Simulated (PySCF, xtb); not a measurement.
C2H2, SMILES C#C.

GFN2-xTB (xtb) at its own geometry gives an orbital gap of 7.29 eV and a dipole moment of 0.00 D.

Geometry optimised at PBE-D3(BJ)/def2-TZVPD.

Problem. What does CAM-B3LYP/def2-TZVPD in PySCF give? (An estimate is asked for; the answer gives what the named calculation found.)

Solution. gap 10.99 eV (levels -9.80 and 1.19 eV), dipole 0.00 D.
